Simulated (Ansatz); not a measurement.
Consider the ligand exchange at a Ga–C bond: `C=[CH][Ga]([CH3])[F]` + HBr → `[CH3][Ga]([F])[Br]` + `C=C`.

Calculated with Ansatz (gas phase, PBE0-D4/def2-TZVP geometries, no zero-point term in ΔE). CCSD(T)/CBS is the MP2 limit (def2-TZVPP, def2-QZVPP) plus CCSD(T) − MP2 in def2-TZVPP, frozen cores. This one scheme is used for every species. Functionals use def2-TZVPP. B3LYP here is the variant with VWN-RPA as its local correlation; programs differ in this. HSE06 is defined as in plane-wave codes. For Br, Ga outer-core shells are correlated without core-valence functions, which leaves a few kJ/mol of doubt a bond. Scalar relativity is left out up to krypton. One conformer a species, not always the lowest.

```json
{"level": "PBE-D4", "ΔE (kcal/mol)": "-30.9", "difference from CCSD(T)/CBS": "0.2"}
{"level": "B3LYP-D4", "ΔE (kcal/mol)": "-32.0", "difference from CCSD(T)/CBS": "-0.9"}
{"level": "HSE06-D4", "ΔE (kcal/mol)": "-32.2", "difference from CCSD(T)/CBS": "-1.1"}
{"level": "BHLYP-D4", "ΔE (kcal/mol)": "-33.8", "difference from CCSD(T)/CBS": "-2.7"}
{"level": "revPBE", "ΔE (kcal/mol)": "-31.9", "difference from CCSD(T)/CBS": "-0.8"}
{"level": "BLYP", "ΔE (kcal/mol)": "-31.9", "difference from CCSD(T)/CBS": "-0.8"}
{"level": "r2SCAN0", "ΔE (kcal/mol)": "-33.4", "difference from CCSD(T)/CBS": "-2.3"}
{"level": "MP2/def2-SVP", "ΔE (kcal/mol)": "-32.5", "difference from CCSD(T)/CBS": "-1.4"}
{"level": "CCSD(T)/def2-SVP", "ΔE (kcal/mol)": "-32.0", "difference from CCSD(T)/CBS": "-0.9"}
{"level": "CCSD(T)/def2-TZVPP", "ΔE (kcal/mol)": "-31.0", "difference from CCSD(T)/CBS": "0.1"}
{"level": "CCSD(T)/CBS", "ΔE (kcal/mol)": "-31.1", "difference from CCSD(T)/CBS": "0"}
```

Largest T1 diagnostic among the species: 0.013.

The D4 term adds +0.8 kcal/mol with B3LYP and +0.4 kcal/mol with PBE0; it sums over pairs of atoms, weighted by their polarisabilities, and B3LYP, whose exchange is more repulsive, gets the larger term. In def2-TZVPP, CCSD(T) changes the Hartree–Fock value by +6.0 kcal/mol (the triples alone add +0.6 kcal/mol) and MP2 by +5.6 kcal/mol. From BLYP to BHLYP (50 % exact exchange), in def2-TZVPP and without D4, ΔE moves by −2.2 kcal/mol.

CCSD(T)/CBS has its own doubt, a few kJ/mol and more with outer-core shells, so smaller differences from it don't rank the levels.
